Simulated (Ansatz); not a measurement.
```xyz
14

C     0.9981    0.0494   -0.0064
C     0.2929    1.2218   -0.0284
C    -1.1273    1.1679   -0.0262
C    -1.8118   -0.0386    0.0178
C    -1.1324   -1.2275   -0.0468
C     0.2747   -1.2573   -0.0164
C     2.3596   -0.0265    0.0064
H     0.7573    2.1905    0.0175
H    -1.6915    2.1220   -0.0331
H    -2.8975    0.0370   -0.0059
H    -1.6945   -2.2005   -0.0194
H     0.7684   -2.1572    0.0410
H     2.9524   -0.8956   -0.0268
H     2.9506    0.9130   -0.0423
```

Basis set: 6-31G* (spherical functions). Frozen core: 7 orbitals. Charge 0, multiplicity 2.

Computed with Ansatz (development build ahead of 0.2.0); each method stands on the lowest determinant of its kind that the runs found.

The atomization energy at this shape (free ground-state atoms in the same class of orbitals less the molecule, no zero-point energy) of doublet C₇H₇:

```tsv
method	atomization energy
UHF	4907.3 kJ/mol
```

**Question.** What does UHF-MP2 give?

**Answer.** 6072.4 kJ/mol. Caution: the shape is not the minimum; the unrestricted determinant is spin contaminated.
